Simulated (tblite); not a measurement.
Record of a relaxation.

Species: C6H6F2.
SMILES with atom numbers: `[F:1][C:2]1=[CH:3][CH2:4][CH:5]=[CH:6][C@@H:7]1[F:8]` (hydrogens: H9 on C3; H10, H11 on C4; H12 on C5; H13 on C6; H14 on C7)

Computed with GFN2-xTB (tblite), gas phase: L-BFGS steps from a force-field or distance-geometry start until the largest atomic force falls under 0.01 eV/Å. 6 of its 57 geometries are shown.

Step 0: E = -689.1367 eV, largest atomic force 1.476 eV/Å
```
atom  x, y, z in Å  |  force x, y, z in eV/Å
F1      0.461    2.690   -0.336    0.277  -0.080  -0.190
C2      0.223    1.373   -0.179   -0.966  -0.843   0.732
C3     -0.927    0.992    0.390    0.490   0.363  -0.354
C4     -1.316   -0.431    0.608    0.334  -0.387   0.210
C5     -0.273   -1.420    0.158    0.945   0.614  -0.532
C6      0.887   -1.044   -0.410   -1.255  -0.177   0.671
C7      1.283    0.398   -0.633   -0.669  -0.141  -0.145
F8      2.464    0.643    0.022    0.441   0.109   0.152
H9     -1.640    1.756    0.691    0.149  -0.198  -0.065
H10    -2.258   -0.647    0.095   -0.040   0.048   0.014
H11    -1.496   -0.595    1.684   -0.037   0.058  -0.229
H12    -0.490   -2.478    0.292   -0.006   0.333   0.002
H13     1.613   -1.790   -0.703    0.049   0.170  -0.023
H14     1.469    0.551   -1.700    0.288   0.132  -0.243
```

Step 11: E = -689.2157 eV, largest atomic force 0.051 eV/Å
```
atom  x, y, z in Å  |  force x, y, z in eV/Å
F1      0.498    2.643   -0.364   -0.014  -0.007  -0.016
C2      0.209    1.337   -0.161    0.000  -0.015   0.009
C3     -0.938    0.986    0.395    0.022   0.016  -0.015
C4     -1.316   -0.439    0.617    0.012   0.008  -0.001
C5     -0.268   -1.396    0.154    0.037   0.009  -0.017
C6      0.873   -1.035   -0.410   -0.019   0.013   0.004
C7      1.267    0.392   -0.642    0.002   0.014  -0.001
F8      2.469    0.644    0.023   -0.047  -0.019   0.002
H9     -1.645    1.745    0.694    0.007   0.001   0.003
H10    -2.261   -0.650    0.101    0.009   0.002   0.012
H11    -1.507   -0.603    1.683   -0.005  -0.006  -0.012
H12    -0.491   -2.443    0.299    0.001  -0.018   0.015
H13     1.614   -1.762   -0.705   -0.016  -0.010  -0.010
H14     1.495    0.579   -1.704    0.012   0.013   0.024
```

Step 22: E = -689.2174 eV, largest atomic force 0.031 eV/Å
```
atom  x, y, z in Å  |  force x, y, z in eV/Å
F1      0.486    2.642   -0.390   -0.012  -0.007   0.000
C2      0.204    1.337   -0.170    0.028  -0.010  -0.007
C3     -0.936    0.986    0.398    0.010   0.023  -0.011
C4     -1.311   -0.439    0.622    0.011   0.021   0.000
C5     -0.265   -1.396    0.155    0.006  -0.001   0.009
C6      0.866   -1.035   -0.426   -0.007   0.001  -0.003
C7      1.266    0.393   -0.642    0.007  -0.011  -0.001
F8      2.453    0.628    0.055   -0.006   0.015   0.006
H9     -1.641    1.747    0.697   -0.015  -0.007   0.002
H10    -2.254   -0.647    0.102   -0.008  -0.012   0.024
H11    -1.504   -0.604    1.688   -0.005  -0.004  -0.003
H12    -0.483   -2.442    0.313   -0.010  -0.013  -0.017
H13     1.601   -1.765   -0.731   -0.005   0.013  -0.007
H14     1.520    0.596   -1.695    0.008  -0.007   0.009
```

Step 34: E = -689.2198 eV, largest atomic force 0.060 eV/Å
```
atom  x, y, z in Å  |  force x, y, z in eV/Å
F1      0.461    2.636   -0.457   -0.019   0.002   0.011
C2      0.197    1.336   -0.195   -0.025   0.003   0.012
C3     -0.936    0.986    0.388   -0.030  -0.004   0.007
C4     -1.297   -0.438    0.647    0.000   0.010  -0.013
C5     -0.268   -1.396    0.145   -0.030   0.001   0.027
C6      0.858   -1.033   -0.445   -0.018  -0.034  -0.023
C7      1.276    0.394   -0.625    0.006  -0.021   0.000
F8      2.420    0.626    0.144    0.033  -0.026   0.001
H9     -1.649    1.744    0.674   -0.032   0.016  -0.009
H10    -2.257   -0.660    0.162    0.016   0.028   0.038
H11    -1.458   -0.591    1.722    0.039  -0.006  -0.045
H12    -0.502   -2.444    0.270    0.006   0.015  -0.009
H13     1.567   -1.768   -0.795    0.038   0.008   0.014
H14     1.588    0.606   -1.658    0.018   0.007  -0.012
```

Step 45: E = -689.2255 eV, largest atomic force 0.029 eV/Å
```
atom  x, y, z in Å  |  force x, y, z in eV/Å
F1      0.406    2.623   -0.573    0.026  -0.003   0.012
C2      0.182    1.334   -0.230   -0.013   0.005  -0.007
C3     -0.950    0.987    0.358   -0.007  -0.010   0.000
C4     -1.269   -0.432    0.685   -0.007  -0.013   0.001
C5     -0.287   -1.393    0.100    0.008  -0.009   0.019
C6      0.842   -1.032   -0.488   -0.008   0.009  -0.012
C7      1.292    0.394   -0.584   -0.006   0.009   0.006
F8      2.359    0.582    0.303   -0.002  -0.004  -0.005
H9     -1.690    1.738    0.592   -0.002   0.001  -0.013
H10    -2.276   -0.667    0.322    0.015   0.000   0.008
H11    -1.298   -0.568    1.773    0.009   0.017  -0.021
H12    -0.550   -2.438    0.174    0.002  -0.006   0.004
H13     1.532   -1.765   -0.879   -0.007   0.008  -0.008
H14     1.708    0.636   -1.573   -0.009  -0.004   0.016
```

Step 56: E = -689.2264 eV, largest atomic force 0.008 eV/Å
```
atom  x, y, z in Å  |  force x, y, z in eV/Å
F1      0.403    2.619   -0.599   -0.003  -0.001   0.006
C2      0.177    1.334   -0.240   -0.002  -0.004  -0.006
C3     -0.958    0.987    0.342    0.001   0.000   0.001
C4     -1.258   -0.431    0.696    0.001   0.001  -0.001
C5     -0.290   -1.393    0.090    0.003   0.001   0.000
C6      0.834   -1.032   -0.505   -0.001   0.005   0.000
C7      1.293    0.394   -0.569    0.003   0.003   0.000
F8      2.332    0.565    0.355    0.007  -0.002  -0.002
H9     -1.708    1.733    0.556    0.000   0.000  -0.004
H10    -2.275   -0.676    0.374   -0.001  -0.004   0.001
H11    -1.244   -0.549    1.786   -0.002   0.000   0.000
H12    -0.562   -2.438    0.151   -0.002  -0.001   0.003
H13     1.515   -1.760   -0.919   -0.007  -0.002   0.002
H14     1.741    0.645   -1.541    0.002   0.004   0.002
```

Q: Summarise the path.

A: The energy falls by 0.0897 eV from step 0 to step 56; nine tenths of that is first reached at step 23. It falls at every step. The largest force goes from 1.476 to 0.008 eV/Å. Among the bonds C7–F8 changes most, from 1.372 to 1.401 Å; the atoms move by 0.212 Å rms after alignment.

Q: Follow the three bonds and two angles with the largest change from start to end.

A: 
| step | E above end (eV) | largest force (eV/Å) | C7–F8 (Å) | C5=C6 (Å) | C2=C3 (Å) | F1–C2–C7 (°) | C6–C7–H14 (°) |
| --- | --- | --- | --- | --- | --- | --- | --- |
| 0 | 0.0897 | 1.476 | 1.372 | 1.345 | 1.338 | 118.1 | 108.8 |
| 2 | 0.0354 | 0.426 | 1.394 | 1.322 | 1.321 | 117.0 | 109.7 |
| 5 | 0.0154 | 0.122 | 1.395 | 1.321 | 1.321 | 115.2 | 110.8 |
| 7 | 0.0122 | 0.088 | 1.392 | 1.321 | 1.320 | 114.5 | 111.1 |
| 10 | 0.0109 | 0.045 | 1.396 | 1.322 | 1.322 | 114.3 | 111.4 |
| 12 | 0.0105 | 0.038 | 1.396 | 1.323 | 1.322 | 114.1 | 111.6 |
| 15 | 0.0102 | 0.039 | 1.395 | 1.322 | 1.321 | 114.1 | 111.8 |
| 17 | 0.0097 | 0.047 | 1.395 | 1.322 | 1.321 | 114.2 | 112.0 |
| 19 | 0.0094 | 0.038 | 1.396 | 1.322 | 1.321 | 114.2 | 112.1 |
| 22 | 0.0090 | 0.031 | 1.397 | 1.322 | 1.321 | 114.1 | 112.0 |
| 24 | 0.0088 | 0.034 | 1.397 | 1.322 | 1.321 | 114.2 | 112.1 |
| 27 | 0.0085 | 0.026 | 1.397 | 1.322 | 1.322 | 114.3 | 112.0 |
| 29 | 0.0082 | 0.044 | 1.398 | 1.322 | 1.322 | 114.3 | 111.8 |
| 32 | 0.0074 | 0.040 | 1.398 | 1.322 | 1.322 | 114.1 | 111.7 |
| 34 | 0.0066 | 0.060 | 1.398 | 1.322 | 1.321 | 114.1 | 112.0 |
| 37 | 0.0048 | 0.062 | 1.399 | 1.323 | 1.321 | 114.2 | 112.5 |
| 39 | 0.0035 | 0.058 | 1.400 | 1.323 | 1.322 | 114.1 | 112.2 |
| 41 | 0.0023 | 0.057 | 1.400 | 1.323 | 1.322 | 114.1 | 111.9 |
| 44 | 0.0011 | 0.036 | 1.400 | 1.323 | 1.322 | 114.4 | 112.2 |
| 46 | 0.0008 | 0.028 | 1.401 | 1.323 | 1.322 | 114.6 | 112.4 |
| 49 | 0.0004 | 0.021 | 1.401 | 1.323 | 1.322 | 114.5 | 112.4 |
| 51 | 0.0002 | 0.024 | 1.401 | 1.323 | 1.322 | 114.5 | 112.4 |
| 54 | 0.0000 | 0.011 | 1.401 | 1.323 | 1.322 | 114.5 | 112.4 |
| 56 | 0.0000 | 0.008 | 1.401 | 1.323 | 1.322 | 114.5 | 112.4 |

The cost below is that of the whole relaxation. On one thread of an Arm Neoverse N1, no GPU, shared host with 64 logical CPUs at a one-minute load of 57, this took 0.45 s wall.
